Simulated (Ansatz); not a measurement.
Ansatz (a quantum-chemistry and plane-wave program) input (CCSD(T)/aug-cc-pVDZ):

Ansatz 0.2 input:
```yaml
crystal:
  periodic: [false, false, false]
  atoms:
    - {symbol: C, position_ang: [3.21166938, 0.17924526, 0.07799400]}
    - {symbol: C, position_ang: [1.89764241, -0.39947063, 0.45265236]}
    - {symbol: C, position_ang: [0.70502449, 0.29178037, -0.21188316]}
    - {symbol: C, position_ang: [-0.63980834, -0.29134089, 0.21282498]}
    - {symbol: C, position_ang: [-1.81895708, 0.39612821, -0.45962713]}
    - {symbol: O, position_ang: [-3.07980382, -0.10230877, -0.02462939]}
    - {symbol: H, position_ang: [4.12742813, -0.37721142, 0.22225063]}
    - {symbol: H, position_ang: [3.29227621, 1.21391540, -0.22884692]}
    - {symbol: H, position_ang: [1.76273719, -0.34989181, 1.54643783]}
    - {symbol: H, position_ang: [1.88061214, -1.47078925, 0.21902992]}
    - {symbol: H, position_ang: [0.81247329, 0.22236200, -1.29888475]}
    - {symbol: H, position_ang: [0.73207068, 1.35925768, 0.03140783]}
    - {symbol: H, position_ang: [-0.75981111, -0.21127740, 1.29716855]}
    - {symbol: H, position_ang: [-0.66477198, -1.36138880, -0.02754504]}
    - {symbol: H, position_ang: [-1.72645105, 0.31792553, -1.55103922]}
    - {symbol: H, position_ang: [-1.82631194, 1.45890517, -0.21041638]}
    - {symbol: H, position_ang: [-3.12524629, -1.04139109, -0.23429373]}
basis:
  gaussian:
    orbitals: aug-cc-pVDZ
magnetization: {spin_polarized: true, initial_magnetization: 1}
correlation: {method: ccsd_t, electrons: outside_noble_gas}
output: {forces: true}
```

End of the output:

```
mean field evaluation 1: about -7357.3423 eV, gradient 3.2e1 eV
mean field evaluation 2: about -7357.3427 eV, gradient 3.2e1 eV
mean field evaluation 4: about -7363.0503 eV, gradient 3.7e0 eV
mean field evaluation 8: about -7363.1598 eV, gradient 1.9e-1 eV
mean field evaluation 16: about -7363.1469 eV, gradient 1.2e0 eV
mean field -7363.16053717 eV, -270.5911588115 hartree, gradient 2.8e-6 eV, S^2 0.762948; 0 other end points of the search recorded, 0 dependent functions left out
6 core orbitals not correlated
reference -7363.16053717 eV, -270.5911588115 hartree; 19, 18 occupied and 212, 213 virtual orbitals, 2332 factors
densities: 26.07 GiB planned
second order -24.97937501 eV of doubles, -0.00000000 eV of singles
coupled cluster: 18.01 GiB planned
cycle   1  -26.19434755 eV  change    -1.2e0 eV  update   1.1e-1
cycle   2  -26.84214885 eV  change   -6.5e-1 eV  update   3.1e-2
cycle   3  -26.98708562 eV  change   -1.4e-1 eV  update   1.5e-2
cycle   4  -26.98920375 eV  change   -2.1e-3 eV  update   4.6e-3
cycle   5  -26.98805516 eV  change    1.1e-3 eV  update   2.0e-3
cycle   6  -26.98840970 eV  change   -3.5e-4 eV  update   7.9e-4
cycle   7  -26.98832439 eV  change    8.5e-5 eV  update   3.1e-4
cycle   8  -26.98830456 eV  change    2.0e-5 eV  update   1.1e-4
cycle   9  -26.98832283 eV  change   -1.8e-5 eV  update   5.0e-5
cycle  10  -26.98830930 eV  change    1.4e-5 eV  update   1.9e-5
cycle  11  -26.98830435 eV  change    5.0e-6 eV  update   8.8e-6
cycle  12  -26.98831029 eV  change   -5.9e-6 eV  update   4.0e-6
perturbative correction -0.86943627 eV, -0.0319511936 hartree
the calculation of the forces begins
1.14 GiB of device memory are held for the factors and their scratch space
Total energy: -7391.01828373 eV, -271.6149121149 hartree
Atom 0 at     3.211669     0.179245     0.077994 Å, force     0.125773     0.059509    -0.140264 eV/Å
Atom 1 at     1.897642    -0.399471     0.452652 Å, force    -0.301674    -0.104478     0.116809 eV/Å
Atom 2 at     0.705024     0.291780    -0.211883 Å, force     0.012594    -0.028363     0.019513 eV/Å
Atom 3 at    -0.639808    -0.291341     0.212825 Å, force     0.027285    -0.004267    -0.003533 eV/Å
Atom 4 at    -1.818957     0.396128    -0.459627 Å, force     0.150612    -0.049429    -0.056521 eV/Å
Atom 5 at    -3.079804    -0.102309    -0.024629 Å, force    -0.473120     0.041960     0.229535 eV/Å
Atom 6 at     4.127428    -0.377211     0.222251 Å, force     0.444729    -0.262548     0.070716 eV/Å
Atom 7 at     3.292276     1.213915    -0.228847 Å, force     0.045224     0.503919    -0.141815 eV/Å
Atom 8 at     1.762737    -0.349892     1.546438 Å, force    -0.058405     0.040934     0.414480 eV/Å
Atom 9 at     1.880612    -1.470789     0.219030 Å, force    -0.010632    -0.436918    -0.124225 eV/Å
Atom 10 at     0.812473     0.222362    -1.298885 Å, force     0.046539    -0.045157    -0.492589 eV/Å
Atom 11 at     0.732071     1.359258     0.031408 Å, force     0.013058     0.475103     0.121549 eV/Å
Atom 12 at    -0.759811    -0.211277     1.297169 Å, force    -0.052975     0.048589     0.475922 eV/Å
Atom 13 at    -0.664772    -1.361389    -0.027545 Å, force    -0.011061    -0.455880    -0.114111 eV/Å
Atom 14 at    -1.726451     0.317926    -1.551039 Å, force     0.032444    -0.043378    -0.433301 eV/Å
Atom 15 at    -1.826312     1.458905    -0.210416 Å, force    -0.013660     0.454287     0.121563 eV/Å
Atom 16 at    -3.125246    -1.041391    -0.234294 Å, force     0.023268    -0.193883    -0.063730 eV/Å
Dipole moment:     0.245404    -0.193369    -0.098977 e Å
```

It need not be the lowest isomer of its formula.
